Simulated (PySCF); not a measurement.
Species: C2H8GeOSi2.
Geometry (PBE0-D3(BJ)/def2-SVP, Å), atoms numbered from 1 in this order:
```
atom  x, y, z in Å
C1     1.2843    2.2559   -0.5600
C2     1.6214    1.1509   -0.1795
Ge3    2.1024   -0.5844    0.4332
O4     0.7123   -1.2351    1.3163
Si5   -0.9094   -1.4672    1.0181
Si6   -2.0017    0.4652    0.2324
H7     0.9836    3.2327   -0.8965
H8     2.4080   -1.4858   -0.7720
H9     3.2537   -0.4998    1.4371
H10   -1.5407   -1.9014    2.3003
H11   -1.1033   -2.5626    0.0115
H12   -1.6405    0.7764   -1.1842
H13   -1.7011    1.6520    1.0900
H14   -3.4762    0.2008    0.2904
```

Computed, not measured: PBE0-D3(BJ)/def2-SVP geometry optimisation, gas phase in PySCF.

Take the most abundant isotopes and a rigid rotor. The values belong to one conformer with, in the numbering `[CH:1]#[C:2][GeH2:3][O:4][SiH2:5][SiH3:6]`, C2–Ge3–O4–Si5 53°, Ge3–O4–Si5–Si6 -52°.

**Question.** What are A, B and C (cm⁻¹)?

**Answer.** Ia = 254.11, Ib = 496.75, Ic = 726.04 u·Å²; 505379 MHz·u·Å²/I gives 1989, 1017 and 696.1 MHz, that is A = 0.06634, B = 0.03394, C = 0.02322 cm⁻¹.

**Question.** Classify the top.

**Answer.** An asymmetric top: κ = (2 × 1017 − 1989 − 696.1)/(1989 − 696.1) = -0.50.

**Question.** Is it planar, by Δ = Ic − Ia − Ib?

**Answer.** Not planar: Δ = Ic − Ia − Ib = -24.82 u·Å². For a rigid frame Δ = −2 Σ m c², so Σ m c² = 12.41 u·Å² lies off the ab plane: 9.12 from hydrogen and 3.29 from heavier atoms. The atom farthest from that plane is 1.51 Å away.

**Question.** Where do the levels up to J = 2 lie, in cm⁻¹?

**Answer.** Above 0(0,0):
J = 1: 1(0,1) 0.0572, 1(1,1) 0.0896, 1(1,0) 0.1003
J = 2: 2(0,2) 0.1692, 2(1,2) 0.1931, 2(1,1) 0.2253, 2(2,1) 0.3225, 2(2,0) 0.3248

**Question.** Which types of transition are allowed, and where do some lines up to J = 5 fall?

**Answer.** The dipole components are |μa| = 0.98 D, |μb| = 1.01 D, |μc| = 0.44 D. Intensities carry the squares of the components, which stand as 0.95 : 1.00 : 0.19 (a : b : c). Some lines, for components of 0.1 D or more:

```json
{"type": "a", "branch": "Q", "J(Ka,Kc)": "2(1,1) ← 2(1,2)", "MHz": "964", "lower level (cm⁻¹)": "0.193"}
{"type": "c", "branch": "Q", "J(Ka,Kc)": "1(1,1) ← 1(0,1)", "MHz": "971", "lower level (cm⁻¹)": "0.057"}
{"type": "b", "branch": "Q", "J(Ka,Kc)": "5(3,2) ← 5(2,3)", "MHz": "4646", "lower level (cm⁻¹)": "1.060"}
{"type": "a", "branch": "R", "J(Ka,Kc)": "3(1,2) ← 2(1,1)", "MHz": "5575", "lower level (cm⁻¹)": "0.225"}
{"type": "b", "branch": "R", "J(Ka,Kc)": "4(1,4) ← 3(0,3)", "MHz": "6548", "lower level (cm⁻¹)": "0.332"}
{"type": "a", "branch": "R", "J(Ka,Kc)": "5(4,2) ← 4(4,1)", "MHz": "8716", "lower level (cm⁻¹)": "1.178"}
{"type": "c", "branch": "R", "J(Ka,Kc)": "4(1,3) ← 3(0,3)", "MHz": "9700", "lower level (cm⁻¹)": "0.332"}
{"type": "c", "branch": "R", "J(Ka,Kc)": "3(3,1) ← 2(2,1)", "MHz": "10839", "lower level (cm⁻¹)": "0.323"}
{"type": "c", "branch": "R", "J(Ka,Kc)": "4(3,1) ← 3(2,1)", "MHz": "12407", "lower level (cm⁻¹)": "0.505"}
{"type": "b", "branch": "R", "J(Ka,Kc)": "5(2,3) ← 4(1,4)", "MHz": "15272", "lower level (cm⁻¹)": "0.551"}
```

**Question.** Estimate the classical rotational partition function at 10 K, 50 K and 500 K.

**Answer.** Point group C1, symmetry number σ = 1; q = (√π/σ)·√((kT/h)³/(ABC)), k/h = 20836.6 MHz/K: 4490 at 10 K, 50200 at 50 K, 1590000 at 500 K.

Not checked by PBE0-D3(BJ)/def2-SVP frequencies. These are rigid-rotor constants of the computed structure; measured ground-state constants (B0) also hold zero-point vibration. A rigid rotor knows nothing of internal rotation, which can split or shift real lines.

Time: 98 s of wall time; peak memory 0.66 GiB. Hardware: Arm Neoverse V2, one thread, shared host. That covers the optimisation of the geometry.
